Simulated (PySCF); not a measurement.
Computed shifts of a molecule C3H9BClN, PBE/pcSseg-1 (PySCF), GIAO, gas phase, equivalent atoms averaged, in ppm (number of nuclei): ¹³C: 43.6 (2), 7.4 (1). ¹H: 3.26 (3), 3.07 (3), 0.96 (3). ¹⁵N: 131.6 (1). References: ¹¹B against BF3 (σ = 83.9 ppm); ³⁵Cl against HCl (σ = 936.5 ppm); ¹³C against TMS (σ = 182.0 ppm); ¹H against TMS (σ = 31.49 ppm); ¹⁵N against NH3 (σ = 267.0 ppm), references at their B3LYP-D3(BJ)/def2-TZVP geometries, non-relativistic (without spin–orbit terms, shifts of atoms bonded to Cl or Br come out too high). Geometry: B3LYP-D3(BJ)/def2-SVP. The values are those of a single conformer.

Task: Which molecule gave these data?
A) CC(C)NBCl
B) CCN(C)BCl
C) CB(Cl)N(C)C

Result: C, CB(Cl)N(C)C
